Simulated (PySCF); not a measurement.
Isomers of C4H13GeNSi, mass 177.003 u with the commonest isotopes. Method: PBE0-D3(BJ)/def2-SVP geometry optimisation, gas phase in PySCF 2.14.0. One conformer each, none proved a minimum here; rigid rotors.

**Question.** Order these by rotational constant B, smallest first.
A. `[CH2:1]=[CH:2][CH2:3][CH2:4][NH:5][SiH2:6][GeH3:7]` with C1–C2–C3–C4 -117°, C2–C3–C4–N5 -60°, C3–C4–N5–Si6 -84°, C4–N5–Si6–Ge7 -162°
B. `[GeH3:1][NH:2][SiH2:3][CH:4]1[CH2:5][CH2:6][CH2:7]1` with Ge1–N2–Si3–C4 -24°, N2–Si3–C4–C5 75°, Si3–C4–C5–C6 100°, C4–C5–C6–C7 15°, C5–C6–C7–C4 -15°, Si3–C4–C7–C6 -102°
C. `[SiH3:1][NH:2][GeH:3]1[CH2:4][CH2:5][CH2:6][CH2:7]1` with Si1–N2–Ge3–C4 104°, N2–Ge3–C4–C5 101°, Ge3–C4–C5–C6 38°, C4–C5–C6–C7 -51°, C5–C6–C7–Ge3 36°
D. `[CH2:1]=[C:2]([CH3:3])[SiH2:4][NH:5][GeH2:6][CH3:7]` with C1–C2–Si4–N5 10°, C2–Si4–N5–Ge6 68°, Si4–N5–Ge6–C7 6°
E. `[SiH3:1][N:2]([GeH3:3])[CH:4]1[CH2:5][CH2:6][CH2:7]1` with Si1–N2–C4–C5 81°, N2–C4–C5–C6 -146°, C4–C5–C6–C7 21°, C5–C6–C7–C4 -21°, N2–C4–C7–C6 146°

**Answer.** A (419.7 MHz), B (717.2 MHz), D (734.7 MHz), C (811.5 MHz), E (897.2 MHz).

**Question.** Order these by rotational constant A, smallest first.
A. `[SiH3:1][N:2]([GeH3:3])[CH:4]1[CH2:5][CH2:6][CH2:7]1` with Si1–N2–C4–C5 81°, N2–C4–C5–C6 -146°, C4–C5–C6–C7 21°, C5–C6–C7–C4 -21°, N2–C4–C7–C6 146°
B. `[SiH3:1][NH:2][GeH:3]1[CH2:4][CH2:5][CH2:6][CH2:7]1` with Si1–N2–Ge3–C4 104°, N2–Ge3–C4–C5 101°, Ge3–C4–C5–C6 38°, C4–C5–C6–C7 -51°, C5–C6–C7–Ge3 36°
C. `[GeH3:1][NH:2][SiH2:3][CH:4]1[CH2:5][CH2:6][CH2:7]1` with Ge1–N2–Si3–C4 -24°, N2–Si3–C4–C5 75°, Si3–C4–C5–C6 100°, C4–C5–C6–C7 15°, C5–C6–C7–C4 -15°, Si3–C4–C7–C6 -102°
D. `[CH2:1]=[C:2]([CH3:3])[SiH2:4][NH:5][GeH2:6][CH3:7]` with C1–C2–Si4–N5 10°, C2–Si4–N5–Ge6 68°, Si4–N5–Ge6–C7 6°

**Answer.** A (2111 MHz), D (2637 MHz), C (2819 MHz), B (3805 MHz).

**Question.** Order these by radius of gyration √(Σ m r²/M), largest first.
A. `[SiH3:1][NH:2][GeH:3]1[CH2:4][CH2:5][CH2:6][CH2:7]1` with Si1–N2–Ge3–C4 104°, N2–Ge3–C4–C5 101°, Ge3–C4–C5–C6 38°, C4–C5–C6–C7 -51°, C5–C6–C7–Ge3 36°
B. `[CH2:1]=[C:2]([CH3:3])[SiH2:4][NH:5][GeH2:6][CH3:7]` with C1–C2–Si4–N5 10°, C2–Si4–N5–Ge6 68°, Si4–N5–Ge6–C7 6°
C. `[CH2:1]=[CH:2][CH2:3][CH2:4][NH:5][SiH2:6][GeH3:7]` with C1–C2–C3–C4 -117°, C2–C3–C4–N5 -60°, C3–C4–N5–Si6 -84°, C4–N5–Si6–Ge7 -162°
D. `[SiH3:1][GeH2:2][N:3]1[CH2:4][CH2:5][CH2:6][CH2:7]1` with Si1–Ge2–N3–C4 175°, Ge2–N3–C4–C5 -99°, N3–C4–C5–C6 -22°, C4–C5–C6–C7 -2°, C5–C6–C7–N3 25°
E. `[GeH3:1][NH:2][SiH2:3][CH:4]1[CH2:5][CH2:6][CH2:7]1` with Ge1–N2–Si3–C4 -24°, N2–Si3–C4–C5 75°, Si3–C4–C5–C6 100°, C4–C5–C6–C7 15°, C5–C6–C7–C4 -15°, Si3–C4–C7–C6 -102°
F. `[SiH3:1][N:2]([GeH3:3])[CH:4]1[CH2:5][CH2:6][CH2:7]1` with Si1–N2–C4–C5 81°, N2–C4–C5–C6 -146°, C4–C5–C6–C7 21°, C5–C6–C7–C4 -21°, N2–C4–C7–C6 146°

**Answer.** C (2.711 Å), E (2.197 Å), B (2.137 Å), F (2.079 Å), A (2.004 Å), D (1.982 Å).

| SMILES | point group | Ia (u·Å²) | Ib (u·Å²) | Ic (u·Å²) | κ | μa (D) | μb (D) | μc (D) |
| --- | --- | --- | --- | --- | --- | --- | --- | --- |
| [SiH3][N]([GeH3])C1CCC1 | C1 | 239.39 | 563.29 | 726.99 | -0.71 | 0.27 | 0.82 | 0.12 |
| [SiH3][NH][GeH]1[CH2]CC[CH2]1 | C1 | 132.81 | 622.79 | 665.71 | -0.97 | 1.47 | 0.02 | 0.73 |
| C=CCCN[SiH2][GeH3] | C1 | 131.72 | 1204.24 | 1265.41 | -0.99 | 0.92 | 0.13 | 0.40 |
| C=C(C)[SiH2][NH][GeH2][CH3] | C1 | 191.65 | 687.87 | 736.41 | -0.95 | 0.09 | 0.42 | 0.15 |
| [GeH3][NH][SiH2]C1CCC1 | C1 | 179.28 | 704.65 | 825.20 | -0.91 | 0.40 | 0.25 | 0.19 |
| [SiH3][GeH2][N]1CCCC1 | C1 | 178.03 | 556.33 | 656.04 | -0.87 | 0.71 | 0.17 | 0.45 |
